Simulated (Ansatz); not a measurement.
This geometry of CH$_{5}$BOSi (9 atoms, charge 0, multiplicity 1) is a first-order saddle point.

Computed with RKS B3LYP/def2-SVP (Ansatz).

```xyz
9
Properties=species:S:1:pos:R:3
O -1.131 1.021 -1.439
Si -0.117 0.820 -0.123
B 1.190 -0.629 0.101
C -0.203 -0.804 0.807
H -0.717 1.339 -2.250
H -0.048 2.032 0.735
H 2.187 -1.285 -0.037
H -0.730 -1.634 0.293
H -0.342 -0.906 1.894
```

Problem. Which two structures does it join? (They come from a converged band through this point; their orientation in space is the band's.)

Solution. No bond is made or broken. The dihedral H5–O1–Si2–C4 goes from 111 to -69°.

First end point:

```xyz
9
Properties=species:S:1:pos:R:3
O -0.916 0.758 -1.604
Si 0.292 0.749 -0.458
B 1.201 -0.790 0.172
C -0.152 -1.008 0.729
H -1.573 1.463 -1.537
H 0.370 2.127 0.121
H 2.281 -0.988 0.657
H -1.094 -0.949 0.164
H -0.319 -1.408 1.740
```

Last end point:

```xyz
9
Properties=species:S:1:pos:R:3
O -0.705 1.486 -1.559
Si 0.046 0.937 -0.180
B 1.036 -0.659 0.053
C -0.040 -0.984 1.002
H -0.454 1.058 -2.388
H -0.520 1.795 0.885
H 1.661 -1.372 -0.683
H -0.427 -2.007 1.128
H -0.508 -0.301 1.725
```

Problem. How far does it lie above each of them?

Solution. 5.6 kcal/mol above the first and 10.7 kcal/mol above the second. This is the barrier of this one path; another mechanism may lie lower.

Run time: 5 min on 1 thread of Arm Neoverse N1, with other jobs on the host, peak memory 0.16 GiB.
